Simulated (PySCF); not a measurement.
C5H12Si, SMILES [C@@H]1(C)C[C@@]1(C)[SiH3].

Geometry optimised at PBE-D3(BJ)/def2-SVP. The structure was generated by enumeration; whether it is a known compound was not checked.

Two levels are set side by side: TDA-PBE/def2-SVPD (PySCF) and TDA-M06-2X/def2-SVPD (PySCF). Vertical, same geometry. The lowest singlet is HOMO→LUMO 99 % with PBE and HOMO→LUMO 81 % with the other functional; states are paired by order. Differences are taken from unrounded values.

| quantity | TDA-M06-2X | TDA-PBE | TDA-PBE minus TDA-M06-2X |
|---|---|---|---|
| lowest singlet excitation (eV) | 7.25 | 6.25 | -1.00 |
| lowest triplet excitation (TDA) (eV) | 7.11 | 6.12 | -1.00 |

Functionals without exact exchange tend to place singlet excitations lower, as here. Differences between two approximate levels are no errors against the true value.

Rough cost on one machine, each run with all the roots and properties that it gave: TDA-M06-2X against TDA-PBE about 10 times.
